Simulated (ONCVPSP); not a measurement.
**silicon: ONCV pseudisation with PBE, non-relativistic reference atom.**

ONCVPSP 4.0.1 was run on this input:

```
# ATOM AND REFERENCE CONFIGURATION
# atsym  z   nc   nv     iexc    psfile
  Si 14.00    3    2        4      upf
#
#   n    l    f
    1    0    2.00
    2    0    2.00
    2    1    6.00
    3    0    2.00
    3    1    1.00
#
# PSEUDOPOTENTIAL AND OPTIMIZATION
# lmax
    1
#
#   l,   rc,      ep,       ncon, nbas, qcut
    0    1.80    0.00    5    8    3.80
    1    1.90    0.00    3    8    4.20
#
# LOCAL POTENTIAL
# lloc, lpopt,  rc(5),   dvloc0
    4    5    1.35    0.00
#
# VANDERBILT-KLEINMAN-BYLANDER PROJECTORs
# l, nproj, debl
    0    2    3.20
    1    2    1.40
#
# MODEL CORE CHARGE
# icmod, fcfact, rcfact
    0    0.00    0.00
#
# LOG DERIVATIVE ANALYSIS
# epsh1, epsh2, depsh
   -2.00    5.00    0.02
#
# OUTPUT GRID
# rlmax, drl
    6.00    0.01
#
# TEST CONFIGURATIONS
# ncnf
    4
# nvcnf
#   n    l    f
    2
    3    0    2.00
    3    1    2.00
#
    2
    3    0    2.00
    3    1    0.00
#
    2
    3    0    1.00
    3    1    0.00
#
    2
    3    0    1.00
    3    1    3.00
#
```

Command:

```bash
oncvpspnr.x < Si.dat > Si.out
```

Output (shortened: citation, most of the input echo, consistency checks and plot data are left out):

```
ONCVPSP  (Optimized Norm-Conservinng Vanderbilt PSeudopotential)
scalar-relativistic version 4.0.1

#   n    l    f        energy (Ha)
    1    0    2.00    -6.5813384E+01
    2    0    2.00    -5.4515923E+00
    2    1    6.00    -3.8626816E+00
    3    0    2.00    -6.9768501E-01
    3    1    1.00    -4.2876865E-01

Reference configufation results
  iterations    25
  all-electron total energy (Ha)   -2.88917706D+02

Begin loop to  construct optimized pseudo wave functions
and semi-local pseudopoentials for all angular momenta

   Wellstate for l =  0  n =  5
     eigenvalue =   2.5023
     asymptotic potential =   3.0023
     half-point radius =  3.1585

Calculating optimized projector #   1

 for l=   0

    Fraction of norm inside rc  0.409985
    Optimizing pswf for qcut=   3.79 a_B^-1,  ecut=   7.20 Ha
    Residual kinetic energy error=  1.79D-03 Ha

    Energy error per electron        Cutoff
         Ha          eV             Ha
         0.01000     0.27211        5.12
         0.00100     0.02721        7.98
         0.00010     0.00272       29.98
         0.00001     0.00027       42.01

Calculating optimized projector #   2

 for l=   0

    Fraction of norm inside rc  0.100367
    Optimizing pswf for qcut=   3.79 a_B^-1,  ecut=   7.20 Ha
    Residual kinetic energy error=  3.40D-02 Ha

    Energy error per electron        Cutoff
         Ha          eV             Ha
         0.01000     0.27211        8.57
         0.00100     0.02721       19.38
         0.00010     0.00272       55.27
         0.00001     0.00027       69.20

   Wellstate for l =  1  n =  4
     eigenvalue =   0.9712
     asymptotic potential =   1.4712
     half-point radius =  3.0453

Calculating optimized projector #   1

 for l=   1

    Fraction of norm inside rc  0.313758
    Optimizing pswf for qcut=   4.21 a_B^-1,  ecut=   8.86 Ha
    Residual kinetic energy error=  3.84D-05 Ha

    Energy error per electron        Cutoff
         Ha          eV             Ha
         0.01000     0.27211        2.24
         0.00100     0.02721        3.44
         0.00010     0.00272        7.40
         0.00001     0.00027       23.28

Calculating optimized projector #   2

 for l=   1

    Fraction of norm inside rc  0.235602
    Optimizing pswf for qcut=   4.21 a_B^-1,  ecut=   8.86 Ha
    Residual kinetic energy error=  2.12D-04 Ha

    Energy error per electron        Cutoff
         Ha          eV             Ha
         0.01000     0.27211        4.01
         0.00100     0.02721        7.25
         0.00010     0.00272        9.83
         0.00001     0.00027       73.69

Construct Vanderbilt / Kleinmman-Bylander projectors

B matrix Hermiticity error, ll=   0
   1   2   -1.9561E-08

  Orthonormal projector coefficients  7.9601E+00  8.9487E-01

B matrix Hermiticity error, ll=   1
   1   2   -4.0389E-08

  Orthonormal projector coefficients  3.4833E+00  3.0089E-01

Pseudoatom total energy   -3.451675

Diagnostic tests using Vanderbilt-Kleinman-Bylander pseudopotentials
  1 or more projectors used as specified by nproj input data

   l    rcore       rmatch      e in        delta e   norm test  slope test

   0   1.8104438   1.8654128  -0.6976850   0.0000000   1.0000000   1.0000000
   0   1.8104438   1.8654128   2.5023150   0.0000001   1.0000000   1.0000000

   1   1.9105873   1.9685968  -0.4287686   0.0000116   1.0000059   0.9992870
   1   1.9105873   1.9685968   0.9712313   0.0000409   1.0000291   1.0000291

 Testing for bound ghosts
   n   l    E NL Schr. Eq   E Basis Diag.   E Cutoff

   1   0       -0.697685       -0.695018     79.56

   2   1       -0.428757       -0.421356     82.40

 Testing for highly-localized positive-energy ghosts
       l    <radius>/rc     E Basis Diag.   E Cutoff

       0        0.655919        4.067397     79.56  WARNING - GHOST(+)

Test configuration 0

   n   l     f        eae           eps        diff
   1   0  2.0000  -65.81338355
   2   0  2.0000   -5.45159230
   2   1  6.0000   -3.86268156
   3   0  2.0000   -0.69768501   -0.69768501    0.00D+00
   3   1  1.0000   -0.42876865   -0.42875710    1.16D-05

    Total energies and differences
      AE_ref= -2.88917706D+02  AE_tst= -2.88917706D+02  dif=  0.00D+00
      PS_ref= -3.45167515D+00  PS_tst= -3.45167515D+00  dif= -1.33D-15
      PSP excitation error=  1.33D-15

Test configuration 1

   n   l     f        eae           eps        diff
   1   0  2.0000  -65.45741345
   2   0  2.0000   -5.10239940
   2   1  6.0000   -3.51290010
   3   0  2.0000   -0.39573017   -0.39571987    1.03D-05
   3   1  2.0000   -0.15031706   -0.15021847    9.86D-05

    Total energies and differences
      AE_ref= -2.88917706D+02  AE_tst= -2.89202547D+02  dif= -2.85D-01
      PS_ref= -3.45167515D+00  PS_tst= -3.73644985D+00  dif= -2.85D-01
      PSP excitation error= -6.64D-05

Test configuration 2

   n   l     f        eae           eps        diff
   1   0  2.0000  -66.26239967
   2   0  2.0000   -5.88518624
   2   1  6.0000   -4.29748264
   3   0  2.0000   -1.04653082   -1.04622170    3.09D-04

    Total energies and differences
      AE_ref= -2.88917706D+02  AE_tst= -2.88329526D+02  dif=  5.88D-01
      PS_ref= -3.45167515D+00  PS_tst= -2.86347766D+00  dif=  5.88D-01
      PSP excitation error= -1.75D-05

Test configuration 3

   n   l     f        eae           eps        diff
   1   0  2.0000  -66.84081499
   2   0  2.0000   -6.43808600
   2   1  6.0000   -4.85159233
   3   0  1.0000   -1.44808810   -1.44132857    6.76D-03

    Total energies and differences
      AE_ref= -2.88917706D+02  AE_tst= -2.87083657D+02  dif=  1.83D+00
      PS_ref= -3.45167515D+00  PS_tst= -1.62002226D+00  dif=  1.83D+00
      PSP excitation error=  2.40D-03

Test configuration 4

   n   l     f        eae           eps        diff
   1   0  2.0000  -65.51931945
   2   0  2.0000   -5.16246242
   2   1  6.0000   -3.57258409
   3   0  1.0000   -0.42290445   -0.42268911    2.15D-04
   3   1  3.0000   -0.17170874   -0.17156863    1.40D-04

    Total energies and differences
      AE_ref= -2.88917706D+02  AE_tst= -2.88954165D+02  dif= -3.65D-02
      PS_ref= -3.45167515D+00  PS_tst= -3.48805591D+00  dif= -3.64D-02
      PSP excitation error= -7.78D-05
```

oncvpspnr.x prints “scalar-relativistic version” in its banner although the run is non-relativistic.

The run took about 2.6 s on one core of a shared server CPU.
